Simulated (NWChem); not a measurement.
CH4F3NSi; SMILES N[SiH2]C(F)(F)F

```xyz
10

N     -0.6072     2.2305    -0.0759
Si     0.6321     1.0447    -0.1361
C      0.0043    -0.7759     0.0816
F     -0.8751    -1.1224    -0.8753
F      1.0150    -1.6592     0.0263
F     -0.6138    -0.9574     1.2623
H     -1.0419     2.4833     0.8040
H     -1.2447     2.3550    -0.8537
H      1.2861     1.0709    -1.4728
H      1.5884     1.2611     0.9836
```
Atoms are numbered in this order, from 1.

All runs use the structure optimised with PBE0/def2-SVP.

Task: Give the principal values of the shielding tensors (ppm) of N1, Si2, C3, F4, F5 from PBE0/pcSseg-1, GIAO (NWChem), with their diamagnetic and paramagnetic parts as GIAO splits them.

Result: 
```tsv
atom	σ11	σ22	σ33	isotropic	diamagnetic	paramagnetic
N1	232.7	268.5	273.9	258.4	319.3	-61.0
Si2	368.6	379.5	438.3	395.5	879.8	-484.3
C3	47.4	51.0	54.8	51.1	245.0	-193.9
F4	158.1	274.1	337.1	256.4	474.2	-217.8
F5	163.4	283.7	333.4	260.2	474.2	-214.0
```
